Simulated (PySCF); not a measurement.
SMILES C[Si](C)(C)C[SiH](Cl)Cl (GFN2-xTB optimised geometry):

```
20

Si     0.182     1.362     0.000
Cl     2.203     1.362     0.000
Cl    -0.448     3.290     0.000
C     -0.470     0.477    -1.539
Si    -0.249    -1.432    -1.605
C      1.598    -1.884    -1.536
C     -1.174    -2.207    -0.130
C     -1.012    -2.042    -3.245
H     -0.260     0.772     1.257
H      0.008     0.905    -2.422
H     -1.532     0.698    -1.642
H      1.746    -2.957    -1.620
H      2.153    -1.414    -2.342
H      2.048    -1.563    -0.602
H     -2.203    -1.865    -0.082
H     -1.193    -3.290    -0.205
H     -0.699    -1.953     0.812
H     -2.068    -1.799    -3.308
H     -0.919    -3.119    -3.344
H     -0.522    -1.594    -4.104
```

Computed with B3LYP/def2-SVP (PySCF).

What are the frontier orbital energies and the dipole moment?

HOMO-2 -8.35 eV, HOMO-1 -8.29 eV, HOMO -7.90 eV, LUMO 0.76 eV, LUMO+1 1.05 eV; dipole moment 2.15 D.

On the same geometry PySCF with PBE/def2-SVP gives HOMO-2 -7.25 eV, HOMO-1 -7.20 eV, HOMO -6.85 eV, LUMO 0.04 eV, LUMO+1 0.28 eV; dipole moment 2.15 D.

Meta-Löwdin charges at B3LYP/def2-SVP: Si1 0.83, Cl2 -0.27, Cl3 -0.27, C4 -0.66, Si5 0.91, C6 -0.54, C7 -0.54, C8 -0.54, H9 -0.12, H10 0.12, H11 0.12, H12 0.11, H13 0.11, H14 0.11, H15 0.11, H16 0.11, H17 0.11, H18 0.11, H19 0.11, H20 0.11.
